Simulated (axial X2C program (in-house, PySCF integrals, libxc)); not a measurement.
# What spin–orbit coupling does to GeB⁻

Computed with an axial X2C code built on PySCF integrals. Spin-free means the one-electron spin-free X2C Hamiltonian; two-component (2c) means X2C with spin–orbit coupling and atomic mean-field two-electron Coulomb and Gaunt terms, so the difference of the two also holds small scalar two-electron terms. Basis: Ge dyall-acv3z [10s10p8d5f1g], B dyall-av3z [8s7p3d2f] (cores contracted in-house); Gaussian nuclei, density fitting, unrestricted open shells. Masses: Ge 73.921 u, B 11.009 u.

Spin-free state: M_S = 1, Λ = 1 (beyond evenly filled blocks: σα, π+α, π+β, π-α); fragments Ge- + B.

```csv
level,Re (Å),ωe (cm⁻¹),De (eV),μ (D)
PBE0,1.917,701.0,3.270,-3.15
LDA,1.907,699.0,4.237,-3.30
```

Dipoles are positive if B is the positive end and refer to the centre of mass.

Two-component determinant lowest at the distance of the search:

Ω = 2 (⟨Sz⟩ = 1.00, ⟨Lz⟩ = 1.00 at PBE0); fragments Ge- + B.

```tsv
level	Re (Å)	ωe (cm⁻¹)	De (eV)	μ (D)
PBE0	1.917	700.4	3.300	-3.15
LDA	1.907	698.3	4.267	-3.30
```

From the two tables, how do the constants change at the PBE0 level (2c against spin-free)?

At the PBE0 level Re is unchanged within 0.001 Å and ωe decreases by 0.6 cm⁻¹; De is not compared, since the atomic limits differ or miss part of their spin–orbit lowering.

The state is one determinant whose occupation by symmetry is held fixed; it was picked as the lowest of a PBE0 search that is not exhaustive. De is counted from the lowest determinant-based energies of the atoms at the same level, without counterpoise correction. Density functionals use the spin component along the axis (collinear). The 2c atoms are single determinants rather than J levels; their spin–orbit lowering is only partly caught, and De is too large by that part. This holds for PBE0, LDA. Other states lie close and PBE0, whose exact exchange favours high spin, may order them wrongly; the determinant shown need not be the ground state. The nearest other spin-free determinant of the search, M_S = 0, Λ = 1, lies 0.14 eV up at the distance of the search. Without a current term, density functionals place determinants with orbital angular momentum somewhat too high. With several unpaired electrons one determinant need not be a pure state. Open-shell Ω = 0 determinants with evenly filled partner blocks cannot be reached by this program, so the Ω shown need not be the lowest component. The highest occupied level of some functionals is positive through self-interaction error; at Hartree–Fock it is bound.
